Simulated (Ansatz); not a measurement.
Two isomers of C2H7NSSi: A = `[SiH3]C1NCS1`, B = `C[SiH]1NCS1`.

Computed with Ansatz on PBE0-D4/def2-TZVP structures; ΔE is electronic, products minus reactants. CBS: MP2 limit from def2 TZ/QZ plus the TZ coupled-cluster correction, frozen cores. Functionals use def2-TZVPP. B3LYP here is the variant with VWN-RPA as its local correlation; programs differ in this.

Which is lower in electronic energy at CCSD(T)/CBS, and by how much? (Best estimate.)

Ansatz gave: B, by 258.2 kJ/mol.

Give E(B) − E(A) in kJ/mol with CCSD/def2-TZVPP, B2PLYP, PBE0-D4, B3LYP, r2SCAN-D4, ωB97M-V, MP2/def2-TZVPP. (Best estimate.)

The calculation gave: CCSD/def2-TZVPP -255.5, B2PLYP -259.9, PBE0-D4 -259.5, B3LYP -257.2, r2SCAN-D4 -266.1, ωB97M-V -259.6, MP2/def2-TZVPP -263.8. None reverses the order clearly.

Largest T1 diagnostic: 0.011.

From PBE to PBE0 (25 % exact exchange), in def2-TZVPP and without D4, E(B) − E(A) moves by −9.2 kJ/mol.
